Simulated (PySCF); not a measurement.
**MF₃ across the lanthanides**

Level: PBE0, basis family lcecp-1/def2-TZVP, scalar-relativistic core potentials from Rb on and no relativity for lighter atoms.

Each entry is the lowest minimum that a search over a few typed start shapes (and spin states, where more than one is plausible) found, or that minimum re-optimised at the stated level; isomers with ligand–ligand bonds, or fragments after loss of a ligand pair, can lie lower. Open shells are unrestricted; no spin–orbit coupling; PySCF with density fitting.

```tsv
molecule	2S+1	point group	mean bond to the central atom (Å)	distinct angles (°)	polar-tensor charge of the central atom	gap (eV)
LaF₃	1	C3v	2.125	115	2.60	7.85
ErF₃	1	D3h	1.995	120	2.53	8.01
TmF₃	?	?	?	?	?	?
LuF₃	1	D3h	1.971	120	2.49	8.06
```

Q: Fill in the row of TmF₃.

A: 2S+1: 1; point group: D3h; mean bond to the central atom (Å): 1.985; distinct angles (°): 120; polar-tensor charge of the central atom: 2.52; gap (eV): 8.04.

The bond shortens at every step; the largest change, -0.130 Å, falls between LaF₃ and ErF₃ among the members listed.

The shape changes along the series: C3v for LaF₃; D3h for ErF₃ and TmF₃ and LuF₃.

The shape of ErF₃, TmF₃ rests on a mode under 45 cm⁻¹ and is not firmly settled.

Left out of the table are members whose search was unfinished or whose lowest solution was spin-contaminated, unstable, very soft or bonded differently.
